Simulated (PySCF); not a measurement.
C₂Cl₃, SMILES Cl[C]=C(Cl)Cl, multiplicity 2. Atoms are numbered in the order given.

```xyz
5

Cl    -0.3536     2.3463     0.0000
C     -0.7651     0.7315     0.0000
C     -0.1152    -0.4192     0.0000
Cl     1.6286    -0.5241     0.0000
Cl    -0.9644    -1.9325     0.0000
```
Charge 0, spin multiplicity 2.

Geometry: B3LYP-D3(BJ)/def2-SVP. The isomer is the one that the SMILES or the coordinates give; other isomers of the formula were not compared.

These are SMD-M06-2X/6-31G* (PySCF) values and carry that method's errors.

Solvation free energies are E(SMD) − E(gas) at the gas-phase geometry, for 1 M in both phases. In vacuum the dipole moment is 0.84 D.

Task: Rank water, chloroform, methanol by solvation free energy, most negative first.

Result: chloroform (-2.4 kcal/mol), methanol (-1.4 kcal/mol), water (2.5 kcal/mol)
